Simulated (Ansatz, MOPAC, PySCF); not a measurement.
Two conformers of CH5NOSn (SMILES C[O][Sn][NH2]), B3LYP-D3(BJ)/def2-TZVP minima.
Conformer 1 (charge 0, multiplicity 1):
```json
[
 {"atom": "C", "x (Å)": "-1.3481", "y (Å)": "0.2266", "z (Å)": "-0.1915"},
 {"atom": "O", "x (Å)": "-0.8073", "y (Å)": "-0.7428", "z (Å)": "-1.0574"},
 {"atom": "Sn", "x (Å)": "1.0835", "y (Å)": "-1.3939", "z (Å)": "-1.0818"},
 {"atom": "N", "x (Å)": "1.7400", "y (Å)": "-0.2164", "z (Å)": "0.4467"},
 {"atom": "H", "x (Å)": "-2.4081", "y (Å)": "0.3608", "z (Å)": "-0.4258"},
 {"atom": "H", "x (Å)": "-1.2735", "y (Å)": "-0.0713", "z (Å)": "0.8625"},
 {"atom": "H", "x (Å)": "-0.8552", "y (Å)": "1.2014", "z (Å)": "-0.3013"},
 {"atom": "H", "x (Å)": "2.6911", "y (Å)": "-0.2242", "z (Å)": "0.7848"},
 {"atom": "H", "x (Å)": "1.1776", "y (Å)": "0.4438", "z (Å)": "0.9639"}
]
```
Conformer 2 (charge 0, multiplicity 1):
```tsv
atom	x (Å)	y (Å)	z (Å)
C	-1.8212	-0.1382	-0.1775
O	-0.4617	0.1577	0.0395
Sn	1.0567	-1.0428	-0.4784
N	2.3824	0.2955	0.2535
H	-2.2774	0.6266	-0.8158
H	-1.9842	-1.1125	-0.6604
H	-2.3622	-0.1477	0.7751
H	3.3857	0.1957	0.2551
H	2.0820	1.1657	0.6702
```

No zero-point or thermal terms.

The state that AM1, PM7 reach isn't checked; PM7 holds dispersion and hydrogen-bond terms.

Programs: Ansatz (an electronic-structure program) with Gaussian orbitals; MOPAC for AM1, PM7 (differences of heats of formation); PySCF for the dispersion terms. Values without a source in brackets are computed. In def2 rows elements past Kr take small-core potentials, without spin–orbit coupling.

Problem. One of these levels gives 0.26 kcal/mol for the electronic energy of conformer 2 less that of conformer 1. Which one is it?
(A) PM7
(B) PBE-D3(BJ)/def2-TZVPP
(C) AM1

Solution. B, PBE-D3(BJ)/def2-TZVPP. The others give 0.90 (AM1), -2.73 (PM7)
